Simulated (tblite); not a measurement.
boroxine (H$_{3}$B$_{3}$O$_{3}$), singlet, at a GFN2-xTB geometry; GFN1-xTB with ALPB(water) in tblite 0.6.0.

Input for tblite:
```
$ tblite run mol.xyz --method gfn1 --charge 0 --spin 0 --alpb water --json tblite.json --no-restart

# file mol.xyz
9

B     -0.62642433     1.18300324     0.24601012
O     -1.33948341     0.02486049     0.22970691
B     -0.71480732    -1.15811031    -0.01600341
O      0.62560781    -1.18146124    -0.24568946
B      1.34123166    -0.02489294    -0.23000671
O      0.71387560     1.15660075     0.01598255
H     -1.16486750     2.19985392     0.45746817
H     -1.32922010    -2.15356426    -0.02975915
H      2.49408760    -0.04628966    -0.42770903
```

The log (banner, timings and long lists left out):

```
xTB calculator
 | screened Coulomb repulsion
 | Coulomb electrostatics
 |  * isotropic Klopman-Ohno-Mataga-Nishimoto electrostatics
 |  * onsite third-order electrostatics
 | DFT-D3(BJ) dispersion correction
 | Interactions (3)
 | [1] alpb/gbsa reaction field model
 | [2] cds contribution to solvation
 | [3] empirical free energy shift and standard state/solvent correction

halogen bonding energy    0.0000000000000E+00 Eh
repulsion energy          1.6188192258821E-01 Eh
dispersion energy        -2.4890177215591E-03 Eh
interaction energy        2.0906428951530E-03 Eh
number of electrons       3.0000000000000E+01 e
integral cutoff           2.1261634374110E+01 bohr

------------------------------------------------------------
  cycle        total energy    energy error   density error
------------------------------------------------------------
      1     -19.83732691672  -1.9998810E+01   7.5817478E-01
      2     -20.14882421561  -3.1149730E-01   3.8354810E-01
      3     -20.15730728880  -8.4830732E-03   1.6835174E-01
      4     -20.14504691467   1.2260374E-02   1.1749660E-01
      5     -20.16610096359  -2.1054049E-02   3.8761131E-03
      6     -20.16612152626  -2.0562677E-05   5.6870649E-04
      7     -20.16612177665  -2.5038126E-07   1.5455306E-04
      8     -20.16612180502  -2.8379084E-08   7.2345982E-05
      9     -20.16612181256  -7.5372313E-09   1.0555746E-06
------------------------------------------------------------

electronic energy        -2.0327605360323E+01 Eh
total energy             -2.0166121812561E+01 Eh

Post processing:
 | Mayer-Wiberg bond orders

[Info] JSON dump of results written to 'tblite.json'
```
